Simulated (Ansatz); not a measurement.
Coupled-cluster run, CH₆NSb, SMILES `[CH3][SbH][NH2]`.

```yaml
crystal:
  periodic: [false, false, false]
  atoms:
    - {symbol: C, position_ang: [-0.861770, 0.702632, -0.885918]}
    - {symbol: Sb, position_ang: [0.929105, -0.465239, -0.669590]}
    - {symbol: N, position_ang: [0.367299, -1.249361, 1.125769]}
    - {symbol: H, position_ang: [-1.684263, 0.034187, -1.139183]}
    - {symbol: H, position_ang: [-0.731975, 1.435045, -1.683909]}
    - {symbol: H, position_ang: [-1.086949, 1.218186, 0.047227]}
    - {symbol: H, position_ang: [1.833661, 0.886618, -0.092441]}
    - {symbol: H, position_ang: [0.369759, -0.580092, 1.884929]}
    - {symbol: H, position_ang: [0.953533, -2.028374, 1.396115]}
basis:
  gaussian: {orbitals: def2-SVP}
correlation: {method: ccsd_t}
```

```sh
$ ansatz run in.yaml --threads 2 --pin off --events-out ev --progress --plain --max-ram 4352MiB
```

Log, shortened:

```
Functional definition: HF
937 factors; integrals over basis functions are off by at most 1.4e-3 eV
mean field evaluation 1: about -9112.1379 eV, gradient 3.4e1 eV
mean field evaluation 2: about -9112.1469 eV, gradient 3.4e1 eV
mean field evaluation 4: about -9114.9451 eV, gradient 2.9e0 eV
mean field evaluation 8: about -9114.9803 eV, gradient 3.4e-4 eV
mean field -9114.98034595 eV, -334.9693493580 hartree, gradient 7.5e-6 eV, S^2 0.000000; 0 other end points of the search recorded, 0 dependent functions left out
6 core orbitals not correlated: weight in the atoms' cores, before any rotation towards them, 1.000 or more for the frozen orbitals, at most 0.000 for the correlated occupied ones
reference -9114.98034595 eV, -334.9693493580 hartree; 15, 15 occupied and 63, 63 virtual orbitals, 937 factors
second order -12.12178108 eV of doubles, -0.00000000 eV of singles
cycle   1  -12.80387636 eV  change   -6.8e-1 eV  update   8.4e-2
cycle   2  -13.17583270 eV  change   -3.7e-1 eV  update   2.7e-2
cycle   3  -13.24842271 eV  change   -7.3e-2 eV  update   1.2e-2
cycle   4  -13.24780683 eV  change    6.2e-4 eV  update   3.6e-3
cycle   5  -13.24766109 eV  change    1.5e-4 eV  update   1.6e-3
cycle   6  -13.24748862 eV  change    1.7e-4 eV  update   5.3e-4
cycle   7  -13.24731152 eV  change    1.8e-4 eV  update   2.0e-4
cycle   8  -13.24730664 eV  change    4.9e-6 eV  update   8.2e-5
cycle   9  -13.24730668 eV  change   -4.2e-8 eV  update   3.3e-5
perturbative correction -0.37811361 eV, -0.0138954190 hartree
Total energy: -9128.60576624 eV, -335.4700743182 hartree
```

It took 5 s on 2 threads of an Arm Neoverse V1 on a shared host, with 0.31 GiB of host memory at the peak.

The correlation energy is -13.625 eV, 2.8 % of it from (T); the T1 diagnostic reads 0.0100.
